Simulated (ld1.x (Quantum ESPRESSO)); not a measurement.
## Before and after: TM potential for molybdenum (Mo)

- Element: Mo (Z = 42)
- Generator: ld1.x (Quantum ESPRESSO) 7.5
- Type: norm-conserving Troullier–Martins (Kleinman–Bylander form)
- Functional: LDA (PZ)
- Relativity: scalar-relativistic
- Frozen core: [Ar] 3d10 4s2
- Valence charge: 12
- Reference configuration: 4p6 4d5 5s1 5p0
- Partial waves: 5s (bound): rc 2.50 bohr; 4d (bound): rc 1.60 bohr; 4p (bound): rc 1.25 bohr
- Local potential: the p channel
- Core correction: none

All-electron outer shells of the reference configuration (LDA (PZ), scalar-relativistic, ld1.x):

```json
{"shell": "3d", "level (eV)": "-221.32", "outermost node (bohr)": "–", "outermost maximum (bohr)": "0.32"}
{"shell": "4s", "level (eV)": "-64.42", "outermost node (bohr)": "0.51", "outermost maximum (bohr)": "0.99"}
{"shell": "4p", "level (eV)": "-38.59", "outermost node (bohr)": "0.52", "outermost maximum (bohr)": "1.06"}
{"shell": "5s", "level (eV)": "-4.33", "outermost node (bohr)": "1.34", "outermost maximum (bohr)": "2.93"}
{"shell": "4d", "level (eV)": "-3.94", "outermost node (bohr)": "0.53", "outermost maximum (bohr)": "1.38"}
{"shell": "5p", "level (eV)": "-1.16", "outermost node (bohr)": "1.54", "outermost maximum (bohr)": "4.05"}
```

Change: core correction a·sin(br)/r model core inside 1.38 bohr.

Cutoffs: the cutoffs (Ry, on a coarse ladder) from which the occupation-weighted sum of valence levels, in a spherical-Bessel basis at the reference potential, stays within 10 and 1 mRy of its value at 400 Ry; they do not see the model core or the augmentation charge, which bear on the density cutoff. Errors are all-electron minus pseudo energies relative to the spin-unpolarised reference configuration.

**Question.** How do hardness, ghosts and transferability respond?

**Answer.** The potential gets neither clearly harder nor softer (90 Ry and 140 Ry → 90 Ry and 140 Ry); both files keep a bound ghost (s); of the 9 tests that both files solve, the error grows in 1 and shrinks in 4 by more than 15 % and 0.3 meV (median size 15.7 → 17.4 meV). A model core, the more so a compact one, raises the density cutoff, which this test does not measure.

```csv
quantity,base,changed
"cutoff, loose",90 Ry,90 Ry
"cutoff, tight",140 Ry,140 Ry
bound ghosts,s,s
"error for 4p6 4d5 5s0 5p0, meV [ΔE 7.19 eV]",-9.2,-10
"error for 4p6 4d4 5s0 5p0, meV [ΔE 22.89 eV]",+14,+6.0
"error for 4p6 4d3 5s0 5p0, meV [ΔE 49.85 eV]",+55,+17
"error for 4p6 4d5.5 5s0.5 5p0, meV [ΔE 0.31 eV]",-5.3,-5.8
"error for 4p6 4d5 5s0.5 5p0, meV [ΔE 2.86 eV]",-2.3,-2.5
"error for 4p6 4d4 5s1 5p0, meV [ΔE 8.26 eV]",-16,-19
"error for 4p6 4d4 5s2 5p0, meV [ΔE 0.14 eV]",-33,-36
"error for 4p6 4d5 5s1 5p0 (spin-polarised), meV [ΔE -3.92 eV]",+429,+157
"error for 4p6 4d5 5s0 5p0 (spin-polarised), meV [ΔE 3.80 eV]",+418,+134
s: phases at 2.70 bohr within 0.05 rad from the reference energy up to (Ry; the scan ends near 5),4.4,4.4
p: phases at 2.70 bohr within 0.05 rad from the reference energy up to (Ry; the scan ends near 5),to the end of the scan,to the end of the scan
d: phases at 2.70 bohr within 0.05 rad from the reference energy up to (Ry; the scan ends near 5),2.3,2.3
```

Base: These tests converged, but a pseudo level misses the all-electron one widely, so the file describes the atom poorly there or has found another state: 4p6 4d3 5s0 5p0: empty 5s by 2.8 eV (a node warning on the way). A true bound ghost makes a file unfit for plane-wave use even where its test errors are small: the radial tests pick states by their node count and pass the ghost by.
